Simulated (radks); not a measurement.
Values are calculated unless marked as measured or tabulated.
Isoelectronic series with 20 electrons, each ion in its NIST ground configuration. Code: a radial shooting solver on a logarithmic mesh with Libxc functionals. Model: scalar-relativistic Kohn-Sham, SCAN, spin-polarised, spherical densities, finite nucleus; open shells are filled with parallel spins first (spin-orbit coupling, left out, can overturn this in heavy ions); meta-GGA in the generalised Kohn-Sham scheme; Fermi nuclear charge, rms radius of each element as measured or else 0.836 A^(1/3) + 0.57 fm. Total energies (hartree) and orbital eigenvalues (eV):

| ion | configuration | E (hartree) | 3d up | 3p down |
|---|---|---|---|---|
| Kr16+ | [Ar] 3d2 | -2660.80859 | -565.5262 | -667.7067 |
| Rb17+ | [Ar] 3d2 | -2830.61882 | -627.9054 | -735.1860 |
| Sr18+ | [Ar] 3d2 | -3005.97057 | -693.3504 | -805.8054 |
| Zr20+ | [Ar] 3d2 | -3373.40407 | -833.4303 | -956.4844 |
| Nb21+ | [Ar] 3d2 | -3565.54082 | -908.0632 | -1036.556 |
| Mo22+ | [Ar] 3d2 | -3763.32964 | -985.7574 | -1119.790 |
| Tc23+ | [Ar] 3d2 | -3966.80213 | -1066.513 | -1206.195 |
| Ru24+ | [Ar] 3d2 | -4175.98862 | -1150.330 | -1295.777 |
